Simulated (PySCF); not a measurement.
Field gradients at the hydrogen positions

C₈H₁₄P (charge +1).
Cartesian coordinates in Å at the GFN2-xTB level; atoms count from 1:
```xyz
23
C8H14P angstrom
C      3.221    0.091   -0.578
C      1.766    0.086   -0.313
C      1.005    1.173   -0.059
P     -0.681    0.648    0.193
C     -1.322    0.977    1.854
C     -1.849    1.283   -1.035
C     -0.288   -1.106   -0.064
C     -1.295   -2.195    0.005
C      1.028   -1.182   -0.313
H      3.631    1.096   -0.545
H      3.420   -0.345   -1.557
H      3.732   -0.529    0.158
H      1.346    2.192   -0.015
H     -2.301    0.510    1.963
H     -0.634    0.570    2.593
H     -1.415    2.054    1.996
H     -2.821    0.813   -0.889
H     -1.944    2.362   -0.916
H     -1.477    1.059   -2.035
H     -1.766   -2.225    0.988
H     -0.825   -3.157   -0.183
H     -2.082   -2.041   -0.734
H      1.547   -2.107   -0.504
```

Level: PBE0/pcSseg-1 (PySCF, non-relativistic); Q(2H) = 0.00286 b; rigid geometry, the same for H and D, with no vibrational averaging.

Question: Rank these positions by the coupling χzz of a deuteron there, largest first.
A. H13 (vinylic hydrogen)
B. H23 (vinylic hydrogen)
C. H17 (methyl hydrogen)
D. H10 (methyl hydrogen)

Answer: A (227 kHz), B (217 kHz), D (209 kHz), C (204 kHz).

Q: Give the electric field gradient Vzz (the principal value of largest size), its asymmetry and the 2H coupling at each hydrogen.

A: 
```tsv
atom	bonded to	bond length (Å)	Vzz (au)	η	χzz (kHz)
H10	C1	1.086	0.3113	0.04	209
H11	C1	1.090	0.3052	0.04	205
H12	C1	1.090	0.3053	0.04	205
H13	C3	1.075	0.3374	0.09	227
H14	C5	1.090	0.3036	0.03	204
H15	C5	1.089	0.3039	0.03	204
H16	C5	1.090	0.3036	0.03	204
H17	C6	1.090	0.3039	0.03	204
H18	C6	1.090	0.3038	0.03	204
H19	C6	1.089	0.3041	0.03	204
H20	C8	1.090	0.3050	0.04	205
H21	C8	1.087	0.3089	0.04	208
H22	C8	1.090	0.3050	0.04	205
H23	C9	1.078	0.3233	0.05	217
```

Q: How does χzz go with the bond length over the 14 C–H bonds?

A: A straight-line fit has a slope of -12.9 kHz for each 0.01 Å, with a correlation coefficient of -0.98, over lengths from 1.075 to 1.090 Å. The longer bonds have the smaller couplings here.

Geometry: GFN2-xTB; no solvent, vibrations or thermal averaging. GFN2-xTB bond lengths can be off by several hundredths of an ångström, more for odd bonds, and the gradients follow them. The basis is small and wasn't made for field gradients, so the couplings can be 20 % off.

The run behind these numbers computed NMR shieldings as well. Time: 25 s of wall time; peak memory 1.1 GiB. Hardware: AMD EPYC 9R45, one thread, shared host with 96 logical CPUs at a one-minute load of 19.
